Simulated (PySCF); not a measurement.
Species: C2H5ClOSi.
SMILES: `ClC(=C)O[SiH3]`

Torsions of this conformer, `[CH2:1]=[C:2]([Cl:3])[O:4][SiH3:5]`: C1–C2–O4–Si5 -179°.

The closed-shell ground state was solved at several levels (PySCF, density fitting, gas phase, non-relativistic). Geometry: PBE0-D3(BJ)/def2-SVP, one conformer, isolated molecule.

```json
{"level": "PBE0/6-311+G(2d,p)", "basis functions": "181", "HOMO (eV)": "-6.96", "LUMO (eV)": "-0.29", "gap (eV)": "6.67", "dipole (D)": "0.79"}
{"level": "PBE0/IGLO-III", "basis functions": "243", "HOMO (eV)": "-6.92", "LUMO (eV)": "0.07", "gap (eV)": "6.99", "dipole (D)": "0.71"}
{"level": "PBE0/cc-pVTZ", "basis functions": "228", "HOMO (eV)": "-6.93", "LUMO (eV)": "0.05", "gap (eV)": "6.98", "dipole (D)": "0.76"}
{"level": "PBE0/pcSseg-0", "basis functions": "63", "HOMO (eV)": "-6.96", "LUMO (eV)": "0.27", "gap (eV)": "7.23", "dipole (D)": "1.05"}
{"level": "PBE0/STO-3G", "basis functions": "38", "HOMO (eV)": "-4.20", "LUMO (eV)": "3.87", "gap (eV)": "8.07", "dipole (D)": "2.12"}
{"level": "PBE0/def2-SVP", "basis functions": "103", "HOMO (eV)": "-6.85", "LUMO (eV)": "0.41", "gap (eV)": "7.26", "dipole (D)": "0.75"}
{"level": "B97-D/pcSseg-2", "basis functions": "264", "HOMO (eV)": "-5.77", "LUMO (eV)": "-0.91", "gap (eV)": "4.86", "dipole (D)": "0.84"}
{"level": "B3LYP/pcSseg-2", "basis functions": "264", "HOMO (eV)": "-6.76", "LUMO (eV)": "-0.41", "gap (eV)": "6.35", "dipole (D)": "0.82"}
{"level": "LDA/pcSseg-2", "basis functions": "264", "HOMO (eV)": "-5.98", "LUMO (eV)": "-1.32", "gap (eV)": "4.66", "dipole (D)": "0.88"}
{"level": "B97-2/pcSseg-2", "basis functions": "264", "HOMO (eV)": "-6.72", "LUMO (eV)": "-0.18", "gap (eV)": "6.54", "dipole (D)": "0.84"}
{"level": "OPBE/pcSseg-2", "basis functions": "264", "HOMO (eV)": "-5.78", "LUMO (eV)": "-0.92", "gap (eV)": "4.86", "dipole (D)": "0.88"}
{"level": "HF/pcSseg-2", "basis functions": "264", "HOMO (eV)": "-9.55", "LUMO (eV)": "2.54", "gap (eV)": "12.09", "dipole (D)": "0.76"}
{"level": "PBE0/6-31G", "basis functions": "63", "HOMO (eV)": "-6.71", "LUMO (eV)": "0.18", "gap (eV)": "6.89", "dipole (D)": "1.17"}
```

Problem. What might mPW1PW91/pcSseg-2 (264 basis functions) give for the same quantities?

Solution. HOMO -7.00 eV, LUMO -0.21 eV, gap 6.79 eV, dipole 0.82 D.

Problem. Over all these levels, which gives the widest orbital gap and which the narrowest?

Solution. HF/pcSseg-2 (Hartree–Fock, all exact exchange) has the widest, 12.09 eV, and LDA/pcSseg-2 (LDA) the narrowest, 4.66 eV. The two share the basis. From the narrowest to the widest the HOMO moves by -3.57 eV and the LUMO by +3.86 eV.

Problem. How much does the basis alone move the frontier levels among the 7 PBE0 rows?

Solution. The HOMO by 2.76 eV and the LUMO by 4.16 eV. By rising basis size (HOMO, LUMO in eV): STO-3G -4.20, 3.87; pcSseg-0 -6.96, 0.27; 6-31G -6.71, 0.18; def2-SVP -6.85, 0.41; 6-311+G(2d,p) -6.96, -0.29; cc-pVTZ -6.93, 0.05; IGLO-III -6.92, 0.07.

Problem. In the pcSseg-2 basis, how does the gap go with the fixed share of exact exchange?

Solution. LDA (0 %) 4.66 eV; B97-D (0 %) 4.86 eV; OPBE (0 %) 4.86 eV; B3LYP (20 %) 6.35 eV; B97-2 (21 %) 6.54 eV; mPW1PW91 (25 %) 6.79 eV; HF (100 %) 12.09 eV. Each rise in the share widens the gap here.

Problem. How far do the dipole and the HOMO energy spread over the levels?

Solution. The dipole runs from 0.71 to 2.12 D (mean 0.94 D) and the HOMO from -9.55 to -4.20 eV.
